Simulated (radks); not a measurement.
The numbers below are computed, except where a source is named.
Neutral rubidium, [Kr] 5s1. Code: a radial shooting solver on a logarithmic mesh with Libxc functionals. Model: non-relativistic Kohn-Sham, LDA (Slater exchange, Perdew-Wang correlation), spin-polarised, spherical densities, point nucleus. Every spin shell is full or empty, so the densities are truly spherical. Functionals are evaluated on that one density, not self-consistently. Rank these orbital-free kinetic functionals by their error against the exact value of the orbitals, and give that value: Thomas-Fermi, von Weizsacker, TF + vW, TF + vW/9, TF + vW/5, LC94, APBEK, revAPBEK, Perdew 92, Thakkar, Pearson, LKT, PG1, DePristo-Kress, Ernzerhof.

Answer. Exact: 2933.95 hartree. From best to worst, with 100 (|E| - |E exact|)/|E exact| (equal figures are ties): LC94 +0.04, DePristo-Kress -0.08, APBEK +0.11, revAPBEK +0.32, Ernzerhof -0.39, Thakkar -0.49, Perdew 92 -0.71, TF + vW/9 -0.72, Pearson -1.05, TF + vW/5 +3.35, Thomas-Fermi -5.82, PG1 +16.97, LKT +21.50, TF + vW +40.05, von Weizsacker -54.14.
